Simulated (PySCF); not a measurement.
C6H9N3O.
Bonds: C1–C2, C2–O3 (double), C2–C4, C4–N5 (aromatic), N5–N6 (aromatic), N6–C7, N6–N8 (aromatic), N8–C9 (aromatic), C9–C10, C4–C9 (aromatic). Hydrogens: H11, H12, H13 on C1; H14, H15, H16 on C7; H17, H18, H19 on C10.

The same species was optimised twice, with GFN2-xTB and with PBE0-D3(BJ)/def2-SVP (PySCF), and the same property calculations (PySCF, gas phase) were run on both structures.

| coordinate | GFN2-xTB | PBE0-D3(BJ)/def2-SVP | change |
| --- | --- | --- | --- |
| C2–C4 (Å) | 1.463 | 1.475 | +0.012 |
| N6–C7 (Å) | 1.431 | 1.440 | +0.009 |
| C9–C10 (Å) | 1.478 | 1.484 | +0.006 |
| N6–N8 (Å) | 1.317 | 1.323 | +0.006 |
| N5–N6 (Å) | 1.301 | 1.305 | +0.004 |
| N8–C9 (Å) | 1.326 | 1.329 | +0.003 |
| C2=O3 (Å) | 1.212 | 1.214 | +0.002 |
| C4–N5 (Å) | 1.338 | 1.337 | -0.001 |
| C4–C9 (Å) | 1.417 | 1.418 | +0.001 |
| C1–C2 (Å) | 1.505 | 1.505 | 0.000 |
| C1–C2–C4 (°) | 114.7 | 117.1 | +2.4 |
| O3–C2–C4 (°) | 121.9 | 120.2 | -1.7 |
| C4–N5–N6 (°) | 105.0 | 104.1 | -0.9 |
| N5–N6–N8 (°) | 115.2 | 116.0 | +0.8 |
| N5–C4–C9 (°) | 107.4 | 108.2 | +0.8 |
| C2–C4–N5 (°) | 123.9 | 123.1 | -0.8 |
| N6–N8–C9 (°) | 105.3 | 104.6 | -0.7 |
| C4–C9–C10 (°) | 129.2 | 129.8 | +0.6 |
| C1–C2–C4–N5 (°) | -1 | 1 | +2 |

Rotational constants: A = 2189, B = 1116, C = 749.3 MHz (GFN2-xTB) against A = 2169, B = 1108, C = 743.7 MHz (PBE0-D3(BJ)/def2-SVP).

On the GFN2-xTB structure: HOMO (eV) -7.37 [PBE0/pcSseg-1]; LUMO (eV) -1.31 [PBE0/pcSseg-1]; dipole (D) 3.48 [PBE0/pcSseg-1]; GIAO shielding of C1 (ppm) 156.3 [PBE0/pcSseg-1]; GIAO shielding of C2 (ppm) -10.9 [PBE0/pcSseg-1]; GIAO shielding of O3 (ppm) -310.0 [PBE0/pcSseg-1]; GIAO shielding of C4 (ppm) 39.3 [PBE0/pcSseg-1]; GIAO shielding of N5 (ppm) -108.1 [PBE0/pcSseg-1]; GIAO shielding of N6 (ppm) 3.4 [PBE0/pcSseg-1]; GIAO shielding of C7 (ppm) 145.3 [PBE0/pcSseg-1]; GIAO shielding of N8 (ppm) -94.0 [PBE0/pcSseg-1].

What do these properties become on the PBE0-D3(BJ)/def2-SVP structure?

```tsv
property	level	on GFN2-xTB	on PBE0-D3(BJ)/def2-SVP	change
HOMO (eV)	PBE0/pcSseg-1	-7.37	-7.39	-0.02
LUMO (eV)	PBE0/pcSseg-1	-1.31	-1.29	+0.02
dipole (D)	PBE0/pcSseg-1	3.48	3.39	-0.09
energy, GFN2-xTB geometry as zero (kcal/mol)	PBE0/pcSseg-1	0.0	-0.8	-0.8
GIAO shielding of C1 (ppm)	PBE0/pcSseg-1	156.3	155.0	-1.3
GIAO shielding of C2 (ppm)	PBE0/pcSseg-1	-10.9	-11.8	-0.9
GIAO shielding of O3 (ppm)	PBE0/pcSseg-1	-310.0	-320.1	-10.1
GIAO shielding of C4 (ppm)	PBE0/pcSseg-1	39.3	38.4	-0.9
GIAO shielding of N5 (ppm)	PBE0/pcSseg-1	-108.1	-106.5	+1.6
GIAO shielding of N6 (ppm)	PBE0/pcSseg-1	3.4	0.9	-2.5
GIAO shielding of C7 (ppm)	PBE0/pcSseg-1	145.3	143.0	-2.3
GIAO shielding of N8 (ppm)	PBE0/pcSseg-1	-94.0	-96.8	-2.8
```

The heavy atoms differ by 0.023 Å rms after alignment. Among bonds between heavy atoms C2–C4 changes most (+0.012 Å). Changes are differences of the printed values. Neither structure is proved a minimum here.

The values belong to the conformer `[CH3:1][C:2](=[O:3])[c:4]1[n:5][n:6]([CH3:7])[n:8][c:9]1[CH3:10]`: C1–C2–C4–N5 1°.
